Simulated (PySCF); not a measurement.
## Electric field gradients and quadrupole coupling constants

Compound: C4H3N3.
Structure used (GFN2-xTB), in Å, numbered top down from 1:
```xyz
10
C4H3N3 angstrom
C      2.5292    0.3319    0.1032
C      1.3415    0.1607    0.0511
C     -0.0406   -0.0462   -0.0109
C     -0.8085   -1.1828   -0.2199
N     -2.1012   -0.8239   -0.1822
N     -2.1944    0.4315    0.0307
N     -0.9714    0.9358    0.1395
H      3.5674    0.4727    0.1467
H     -0.4990   -2.1925   -0.3882
H     -0.8141    1.9175    0.3075
```

Field gradients from the PBE0/pcSseg-1 density (PySCF, non-relativistic), principal values in atomic units, ordered |Vxx| ≤ |Vyy| ≤ |Vzz|:

```tsv
atom	Vxx	Vyy	Vzz
N5	0.5469	0.5729	-1.1198
N6	0.2424	0.8463	-1.0887
N7	0.2019	0.4323	-0.6342
```

**Question.** Find the asymmetry η = (Vxx − Vyy)/Vzz and the couplings χ = eQV/h (234.96 MHz × Q in barn × V in au), with Q(14N) = 0.02044 b.

**Answer.** 
```csv
atom,environment,nucleus,η,χzz (MHz),χxx (MHz),χyy (MHz)
N5,pyridine-type nitrogen,14N,0.02,-5.38,2.63,2.75
N6,pyridine-type nitrogen,14N,0.55,-5.23,1.16,4.06
N7,pyrrole-type nitrogen,14N,0.36,-3.046,0.970,2.076
```

The gradient is axial or nearly so (η below 0.05) at N5. The tensor is traceless: Vxx + Vyy + Vzz = 0.

**Question.** What is Vzz at N5 in SI units (1 au = 9.71736 × 10²¹ V/m²)?

**Answer.** -1.1198 au = -10.881 × 10²¹ V/m².

**Question.** And the gradient at the other heavy atoms, for which no coupling is worked out here?

**Answer.** 
```tsv
atom	environment	Vzz (au)	η
C1	terminal alkyne carbon	-0.305	0.27
C2	alkyne carbon	-0.239	0.12
C3	substituted aromatic carbon	-0.194	0.56
C4	aromatic CH next to a ring nitrogen	-0.176	0.87
```

Were the hydrogens deuterons (Q(2H) = 0.00286 b), χzz would run from 233 kHz (H9) to 266 kHz (H10 and H8).

Isolated species at its GFN2-xTB geometry, gas phase. GFN2-xTB bond lengths can be off by several hundredths of an ångström, more for odd bonds, and the gradients follow them. These gradients aren't converged with respect to the basis.

These values come from a run that also computed NMR shieldings. Cost: about 30 s of CPU time on one thread; the machine was shared, so the figure is rough.
